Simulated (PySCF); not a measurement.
Geometry:
| atom | x (Å) | y (Å) | z (Å) |
| --- | --- | --- | --- |
| C1 | 2.976 | -0.379 | 1.057 |
| C2 | 2.830 | -0.166 | -0.237 |
| C3 | 1.672 | 0.556 | -0.845 |
| C4 | 0.645 | 1.153 | 0.089 |
| C5 | -0.331 | 0.304 | -0.261 |
| N6 | -1.632 | 0.087 | 0.100 |
| Si7 | -2.272 | 1.159 | 1.331 |
| Si8 | -2.425 | -1.334 | -0.558 |
| C9 | 0.506 | -0.377 | -1.310 |
| F10 | 0.714 | -1.727 | -1.146 |
| H11 | 3.819 | -0.920 | 1.453 |
| H12 | 2.253 | -0.021 | 1.771 |
| H13 | 3.555 | -0.544 | -0.945 |
| H14 | 2.023 | 1.219 | -1.644 |
| H15 | 0.709 | 1.978 | 0.772 |
| H16 | -1.485 | 0.995 | 2.555 |
| H17 | -2.160 | 2.527 | 0.821 |
| H18 | -3.661 | 0.760 | 1.524 |
| H19 | -2.254 | -1.306 | -2.012 |
| H20 | -3.830 | -1.167 | -0.202 |
| H21 | -1.843 | -2.537 | 0.032 |
| H22 | 0.183 | -0.239 | -2.347 |

- coordinates at the GFN2-xTB level
- σ from GIAO-PBE0/pcSseg-1
- program: PySCF 2.14.0 with density-fitted response routines
- no solvent, no relativistic terms, a single conformation, equivalent nuclei averaged

References, each an isolated molecule treated in the same way: $^{13}$C and $^{1}$H and $^{29}$Si against TMS; $^{15}$N against NH3; CFCl3 for $^{19}$F.

```csv
atoms,nucleus,count,Hirshfeld charge,δ (ppm)
C4,$^{13}$C,1,-0.08,109.4
C9,$^{13}$C,1,0.06,?
C3,$^{13}$C,1,-0.04,48.0
C2,$^{13}$C,1,-0.05,146.1
C1,$^{13}$C,1,-0.11,?
H13,$^{1}$H,1,0.04,6.43
H14,$^{1}$H,1,0.04,3.59
H11,$^{1}$H,1,0.05,5.64
H22,$^{1}$H,1,0.04,?
C5,$^{13}$C,1,0.03,156.4
F10,$^{19}$F,1,-0.11,?
H16/H17/H18/H19/H20/H21,$^{1}$H,6,-0.07,?
N6,$^{15}$N,1,-0.24,58.2
Si7/Si8,$^{29}$Si,2,0.36,-49.1
H12,$^{1}$H,1,0.04,5.83
H15,$^{1}$H,1,0.05,5.15
```

Fill in the missing shifts.

Results:


- C1: 124.9 ppm, terminal =CH2 carbon; as expected for a trigonal carbon in a double bond
- C9: 92.6 ppm, allylic sp3 CH bonded to F; pulled downfield by the heteroatom
- H22: 5.68 ppm, hydrogen on an allylic sp3 CH bonded to F; its carbon carries F, hence the downfield position
- H16/H17/H18/H19/H20/H21: 4.79 ppm, hydrogen on a silicon bonded to N
- F10: -211.1 ppm, fluorine on an sp3 carbon

Shifts are as computed. Against solution values, carbons near 30 ppm lie about +3 ppm off and those near 130 ppm about +5 ppm. Of 1309 compounds with measured shifts, 239 miss one by over three times the rms of a fit or turn the order of signals round; such compounds aren't used in these exercises. Unscaled 19F shifts against computed CFCl3 carry errors that often reach 10 to 50 ppm. Experimental scales use liquid or dissolved standards, which lie at an offset from isolated NH3 (liquid NH3: subtract about 20 ppm).
